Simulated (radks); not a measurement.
Problem. All-electron atom: Li II in [He] (the NIST ground configuration). All-electron calculation, scalar-relativistic Kohn-Sham, PBE, spin-polarised, spherical densities, point nucleus; hard spherical wall at 4 bohr. Program: a radial shooting solver on a logarithmic mesh with Libxc functionals. Some entries of the table are withheld. Estimate them.

orbital  occ.  eigenvalue (hartree)  <r^2> (bohr^2)  r(max) (bohr)
1s          2                   (1)          0.4595            (2)
2s          0                   (3)           5.011          2.114
2p          0                   (4)           4.409          1.898

Solution. 
(1) 1s eigenvalue (hartree): -2.22012
(2) 1s r(max) (bohr): 0.3604
(3) 2s eigenvalue (hartree): -0.09393
(4) 2p eigenvalue (hartree): -0.03250
